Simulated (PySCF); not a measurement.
InBr₂, SMILES [Br][In][Br], multiplicity 2.

Geometry: B3LYP-D3(BJ)/def2-SVP. The spin state was assumed, not searched. The isomer is the one that the SMILES or the coordinates give; other isomers of the formula were not compared. The def2 effective core potentials stand for the cores of In; spin–orbit coupling is left out.

Calculation: PySCF 2.14.0 with IEF-PCM-B3LYP/def2-SVP.

The values are the electrostatic part of the solvation free energy, E(continuum) − E(gas) at the gas-phase geometry, in a cavity of scaled van der Waals radii (PySCF's table); cavitation and dispersion terms are not included. A continuum can't describe solvent molecules that bind to the metal. The dipole moment in vacuum is 2.28 D.

### Question
Estimate the values in water (ε = 78.36), acetone (ε = 20.49), 2-propanol (ε = 19.26). (An estimate is asked for; the answer gives what the named calculation found.)

### Answer

```
solvent         ε  ΔG(elec) (kcal/mol)  dipole (D)
----------  -----  -------------------  ----------
water       78.36                 -6.9        3.64
acetone     20.49                 -6.4        3.55
2-propanol  19.26                 -6.4        3.54
```
